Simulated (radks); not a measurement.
Calculated with a radial shooting solver on a logarithmic mesh with Libxc functionals: non-relativistic Kohn-Sham, LDA (Slater exchange, VWN5 correlation), spin-polarised, spherical densities, point nucleus; open shells are filled with parallel spins first (spin-orbit coupling, left out, can overturn this in heavy ions). Response by self-consistent Sternheimer equations with the Hartree and adiabatic LDA kernel. For heavy and open-shell atoms this level of theory can miss by tens of per cent. Rank B+, V+, B3+, Br+, K+, Te3+, Pd+, Ti3+ (NIST ground configurations) by static dipole polarisability, largest first.

Answer. V+ 17.54, Br+ 12.69, Pd+ 11.61, Te3+ 11.27, B+ 10.78, K+ 5.742, Ti3+ 2.306, B3+ 0.02094 bohr^3.
